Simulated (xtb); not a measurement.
C3H8Si, triplet, at the geometry of the source list (a higher spin typed on purpose: for a closed-shell molecule this is an excited state); xtb with GFN0-xTB.

The xtb input:
```
$ xtb mol.xyz --gfn 0 --chrg 0 --uhf 2 --json

# file mol.xyz
12

C      0.73080000     0.28530000     0.78140000
C      0.81290000    -0.81900000    -0.29210000
Si    -0.98180000    -0.45530000    -0.84250000
C     -0.56640000     0.99130000     0.33690000
H      1.60120000     0.94110000     0.80280000
H      0.61410000    -0.14870000     1.77440000
H      1.56060000    -0.59170000    -1.05070000
H      1.04610000    -1.80480000     0.10510000
H     -1.98680000    -1.39520000    -0.34160000
H     -1.21750000    -0.14490000    -2.25260000
H     -0.36160000     1.93100000    -0.17410000
H     -1.25170000     1.21090000     1.15310000
```

Output, abridged:

```
   ID    Z sym.   atoms
    1    6 C      1, 2, 4
    2   14 Si     3
    3    1 H      5-12

           -------------------------------------------------
          |                Calculation Setup                |
           -------------------------------------------------

molecular fragmentation (1/2 indicates fragments):
111112111211
# atoms in fragment 1/2:    10     2
 fragment masses (1/2) :       70.17        2.02
CMA distance (Bohr)    :   0.206
constraining FC (au)   :  0.0500

           -------------------------------------------------
          |                 G F N 0 - x T B                 |
           -------------------------------------------------

          ...................................................
          :                      SETUP                      :
          :.................................................:
          :  # basis functions                  38          :
          :  # atomic orbitals                  37          :
          :  # shells                           25          :
          :  # electrons                        24          :
          :  electronic temp.          300.0000000     K    :
          :  accuracy                    1.0000000          :
          :  -> integral cutoff          0.2500000E+02      :
          :  -> integral neglect         0.1000000E-07      :
          ...................................................

         :::::::::::::::::::::::::::::::::::::::::::::::::::::
         ::                     SUMMARY                     ::
         :::::::::::::::::::::::::::::::::::::::::::::::::::::
         :: total energy             -12.402110945839 Eh    ::
         :: gradient norm              0.148776855032 Eh/a0 ::
         :: HOMO-LUMO gap              0.780388642793 eV    ::
         ::.................................................::
         :: H0 energy                -12.533850870962 Eh    ::
         :: repulsion energy           0.181899633730 Eh    ::
         :: electrostat energy        -0.047262752924 Eh    ::
         :: -> Gsolv                   0.000000000000 Eh    ::
         ::    -> Gsasa                0.000000000000 Eh    ::
         ::    -> Gshift               0.000000000000 Eh    ::
         :: dispersion energy         -0.002896955684 Eh    ::
         :: short-range corr.          0.000000000000 Eh    ::
         :: add. restraining           0.000000000000 Eh    ::
         :: total charge              -0.000000000000 e     ::
[...]
     3  14 Si       3.893     0.521   136.274    21.549
     4   6 C        3.723    -0.434    33.839     8.405
     5   1 H        0.925     0.043     2.404     2.425
     6   1 H        0.925     0.044     2.397     2.421
     7   1 H        0.925     0.121     1.607     1.982
     8   1 H        0.925     0.120     1.617     1.989
     9   1 H        0.918    -0.118     6.227     3.903
    10   1 H        0.918    -0.122     6.386     3.952
    11   1 H        0.925     0.121     1.607     1.982
    12   1 H        0.925     0.120     1.617     1.989

 Mol. C6AA /au·bohr⁶  :       1684.719707
 Mol. C8AA /au·bohr⁸  :      53482.656614
 Mol. α(0) /au        :         65.841483

Wiberg/Mayer (AO) data.
largest (>0.10) Wiberg bond orders for each atom

 ---------------------------------------------------------------------------
     #   Z sym  total        # sym  WBO       # sym  WBO       # sym  WBO
 ---------------------------------------------------------------------------
     1   6 C    3.990 --     2 C    1.005     4 C    1.005     6 H    0.981
                             5 H    0.980
     2   6 C    3.802 --     1 C    1.005     8 H    0.957     7 H    0.955
                             3 Si   0.631     4 C    0.219
     3  14 Si   3.186 --    10 H    0.890     9 H    0.890     4 C    0.631
                             2 C    0.631
     4   6 C    3.802 --     1 C    1.005    12 H    0.957    11 H    0.955
                             3 Si   0.631     2 C    0.219
     5   1 H    0.987 --     1 C    0.980
     6   1 H    0.986 --     1 C    0.981
     7   1 H    0.990 --     2 C    0.955
     8   1 H    0.991 --     2 C    0.957
     9   1 H    0.926 --     3 Si   0.890
    10   1 H    0.927 --     3 Si   0.890
    11   1 H    0.990 --     4 C    0.955
    12   1 H    0.991 --     4 C    0.957
 ---------------------------------------------------------------------------

Topologies differ in total number of bonds
Writing topology from bond orders to xtbtopo.mol

 dipole moment from electron density (au)
     X       Y       Z
   1.1775   0.5836   0.9018  total (Debye):    4.051

           -------------------------------------------------
          | TOTAL ENERGY              -12.402110945839 Eh   |
          | GRADIENT NORM               0.148776855032 Eh/α |
          | HOMO-LUMO GAP               0.780388642793 eV   |
           -------------------------------------------------

normal termination of xtb
```
